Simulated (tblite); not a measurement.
Compound: C4H4F3N.
SMILES with atom numbers: `[H]/[N:1]=[CH:2]\[C:3]([F:4])=[CH:5]\[CH:6]([F:7])[F:8]` (hydrogens: H9 on N1; H10 on C2; H11 on C5; H12 on C6)

Computed with GFN2-xTB (tblite), gas phase: Langevin dynamics at 400 K from the optimised GFN2-xTB geometry, time step 0.5 fs, friction 0.01 fs⁻¹, 2000 steps.

Start geometry:
```
atom  x, y, z in Å
N1     -2.540    0.263    0.791
C2     -1.946   -0.399   -0.093
C3     -0.509   -0.431   -0.404
F4     -0.202   -1.260   -1.418
C5      0.456    0.258    0.204
C6      1.904    0.170   -0.167
F7      2.373    1.394   -0.518
F8      2.640   -0.217    0.905
H9     -1.957    0.860    1.375
H10    -2.553   -1.040   -0.726
H11     0.227    0.928    1.018
H12     2.108   -0.526   -0.993
```

The statistics below take the 31 frames saved every 25 fs from 250 to 1000 fs; their kinetic temperature (all 3N coordinates) averages 406 K.

Problem. How do the bond lengths spread?

Solution. 
| bond | start (Å) | mean (Å) | standard deviation (Å) | shortest (Å) | longest (Å) |
| --- | --- | --- | --- | --- | --- |
| N1=C2 | 1.254 | 1.256 | 0.027 | 1.210 | 1.331 |
| C2–C3 | 1.471 | 1.486 | 0.042 | 1.421 | 1.605 |
| C3–F4 | 1.345 | 1.347 | 0.029 | 1.288 | 1.419 |
| C3=C5 | 1.333 | 1.335 | 0.023 | 1.276 | 1.400 |
| C5–C6 | 1.497 | 1.512 | 0.042 | 1.443 | 1.621 |
| C6–F7 | 1.357 | 1.355 | 0.035 | 1.296 | 1.465 |
| C6–F8 | 1.357 | 1.360 | 0.039 | 1.274 | 1.421 |
| N1–H9 | 1.018 | 1.024 | 0.028 | 0.967 | 1.084 |
| C2–H10 | 1.086 | 1.095 | 0.032 | 1.037 | 1.175 |
| C5–H11 | 1.079 | 1.088 | 0.036 | 1.014 | 1.164 |
| C6–H12 | 1.099 | 1.104 | 0.037 | 1.030 | 1.166 |

Problem. Follow the torsions N1–C2–C3–F4 and C3–C5–C6–F7 through every second one of these frames.

Solution. 
| t (fs) | N1–C2–C3–F4 (°) | C3–C5–C6–F7 (°) |
| --- | --- | --- |
| 250 | -151 | 117 |
| 300 | -135 | 122 |
| 350 | -143 | 136 |
| 400 | -177 | 134 |
| 450 | 166 | 157 |
| 500 | 131 | 171 |
| 550 | 127 | 157 |
| 600 | 148 | 160 |
| 650 | 179 | 156 |
| 700 | -148 | 149 |
| 750 | -139 | 114 |
| 800 | -131 | 103 |
| 850 | -146 | 101 |
| 900 | -161 | 103 |
| 950 | 175 | 112 |
| 1000 | 146 | 119 |

Largest departure from the start value over all these frames: N1–C2–C3–F4 60° (start 180°), C3–C5–C6–F7 50° (start 121°).

Problem. How widely does the potential energy scatter, against a harmonic estimate?

Solution. Mean 0.54 eV above the start, standard deviation 0.129 eV, range 0.29 to 0.90 eV. For 30 classical harmonic modes at 400 K the canonical values are 30kT/2 = 0.52 eV and kT·√(30/2) = 0.133 eV.

The run is classical and short, so these are rough statistics of one trajectory.

The cost below is that of the whole dynamics run. Time: 9.8 s of wall time; peak memory 0.18 GiB. Hardware: an Arm Neoverse V1 with one thread, shared host.
